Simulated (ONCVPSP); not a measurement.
**Configuration tests for iodine (I) (ONCV)**

```json
{"Element": "I", "Generator": "ONCVPSP 4.0.1", "Type": "optimised norm-conserving Vanderbilt (ONCV)", "Functional": "PBE", "Relativity": "scalar-relativistic", "Frozen core": "[Kr]", "Valence charge": "17", "Reference configuration": "4d10 5s2 5p4 (charge +1)", "Partial waves": "5s: rc 1.70 bohr, ncon 3, nbas 6, qcut 3.6 1/bohr, 2 projectors, debl 3.9 Ha; 5p: rc 1.55 bohr, ncon 4, nbas 7, qcut 5.8 1/bohr, 1 projector; 4d: rc 1.30 bohr, ncon 5, nbas 10, qcut 14.2 1/bohr, 2 projectors, debl 1.9 Ha", "Local potential": "polynomial inside 1.30 bohr (lpopt 5, dvloc0 1 Ha)", "Core correction": "Teter function, fcfact 2.75, rcfact 1.65"}
```

In the d channel the program set the typed energies aside and used -2.198, 0.250 Ha.

Energies are relative to the spin-unpolarised reference configuration 4d10 5s2 5p4; without spin polarisation the order of configurations can differ from experiment.

```json
{"valence configuration": "4d10 5s2 5p5", "charge": "0", "ΔE all-electron (eV)": "-11.131", "error AE − PS (meV)": "+18"}
{"valence configuration": "4d10 5s2 5p3", "charge": "+2", "ΔE all-electron (eV)": "19.846", "error AE − PS (meV)": "+18"}
{"valence configuration": "4d9 5s2 5p5", "charge": "+1", "ΔE all-electron (eV)": "47.115", "error AE − PS (meV)": "+463"}
```

Question: What are ΔE and the potential's error for 4d10 5s2 5p2?

Answer: ΔE = 49.175 eV all-electron; the error (AE − PS) is +89 meV.

Note: ghosts flagged at negative energy: s at -5.5 eV, p at -2.56 eV; no localised positive-energy state flagged. A true bound ghost makes a file unfit for plane-wave use.
